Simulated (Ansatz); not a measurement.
Reaction (ligand exchange at a P–N bond): `CN(C)P` + H₂Te → `P[TeH]` + `CNC`

Isolated molecules relaxed with PBE0-D4/def2-TZVP in Ansatz; ΔE leaves out vibrations. CBS: MP2 limit from def2 TZ/QZ plus the TZ coupled-cluster correction, frozen cores. Elements past krypton have def2 core potentials. For Te outer-core shells are correlated without core-valence functions, which leaves a few kJ/mol of doubt a bond. One conformer a species, not always the lowest.

```json
{"species": "`CN(C)P`", "CCSD(T)/CBS(def2) energy (Eh)": "-476.53702"}
{"species": "H₂Te", "CCSD(T)/CBS(def2) energy (Eh)": "-268.91024"}
{"species": "`P[TeH]`", "CCSD(T)/CBS(def2) energy (Eh)": "-610.46278"}
{"species": "`CNC`", "CCSD(T)/CBS(def2) energy (Eh)": "-135.00321"}
```

(1) Work out ΔE.

Largest T1 diagnostic among the species: 0.011.

Results:

(1) ΔE = (-610.46278) + (-135.00321) − (-476.53702) − (-268.91024) = -0.01873 Eh = -0.51 eV.

Leaving LDA and LC-ωPBE aside and taking each functional with its dispersion term where it has one, the values, not all of them listed here, spread over 0.15 eV, from PBE-D4 to CAM-B3LYP-D4. LDA lies +0.17 eV from PBE without D4. The D4 term adds +0.06 eV with B3LYP and +0.03 eV with PBE0; it sums over pairs of atoms, weighted by their polarisabilities, and B3LYP, whose exchange is more repulsive, gets the larger term.

B3LYP here is the variant with VWN-RPA as its local correlation; programs differ in this.
